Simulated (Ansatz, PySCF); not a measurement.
Process, species as SMILES: CN(C)C(=O)N(C)C [1,1,3,3-tetramethylurea] -> C[N]C + CN(C)[C]=O (the C-N bond at the site shown breaks; other sites are not compared here)
Geometries: B3LYP-D3(BJ)/def2-TZVP minima from Ansatz (a first-principles code), one conformer each, not searched for the lowest. Frequencies are from Ansatz or PySCF.

Property: bond dissociation energy (0 K, with B3LYP-D3(BJ) harmonic zero-point energies), in kcal/mol. Cores are frozen in the correlated levels unless marked. UHF or UKS for open shells. Spin-orbit coupling is left out. No relativistic terms. CBS(X,Y): correlation extrapolated as X^-3; Hartree-Fock from the larger set. The bracket is a focal-point correction in the basis named.

Level to compare with: RI-MP2/CBS(cc-pVTZ,cc-pVQZ)+[CCSD(T)-MP2]/cc-pVTZ (Ansatz), 83.8 kcal/mol. It is a level with limits of its own, and the differences hold the functionals' basis error too.

Question: Rank these functionals by how close they come to RI-MP2/CBS(cc-pVTZ,cc-pVQZ)+[CCSD(T)-MP2]/cc-pVTZ, closest first: HSE06/def2-TZVPD (Ansatz); r2SCAN0/def2-TZVPD (Ansatz); BLYP/def2-TZVPD (Ansatz).

Answer: HSE06/def2-TZVPD (screened hybrid, 75.4 kcal/mol, difference -8.4), r2SCAN0/def2-TZVPD (hybrid meta-GGA, 73.8 kcal/mol, difference -10.0), BLYP/def2-TZVPD (GGA, 63.7 kcal/mol, difference -20.1)
